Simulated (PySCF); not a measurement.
## Relaxation of quartet TcOF₂

Level of theory: UPBE0/[Tc def2-SVP with ECP28, O def2-SVP, F def2-SVP], scalar-relativistic core potentials, density fitting, no spin–orbit coupling, PySCF. A (50,194) grid was used.

A hand-made trigonal pyramidal start, of Cs symmetry, held to at least that symmetry:

```xyz
4
charge 0 multiplicity 4, angstrom
Tc   -0.0236   -0.0408   -0.3109
O    -0.8049   -1.3943    0.5201
F     1.6717   -0.0408    0.5905
F    -0.8713    1.4273    0.5905
```

Q: What does it relax to?

A: It ends at C2v with Tc–F 1.847 Å (×2), Tc–O 1.665 Å; F–Tc–F 130.2°, F–Tc–O 114.9° (×2). A frequency run shows a minimum. Other isomers or separated fragments may lie lower.

Q: How much energy is released, and in how many steps?

A: 149.6 kJ/mol in 8 steps.

Open d and f shells are described by one determinant, and the ground state may have another occupation or spin.

The relaxation took of the order of 40 core-seconds on a shared host.
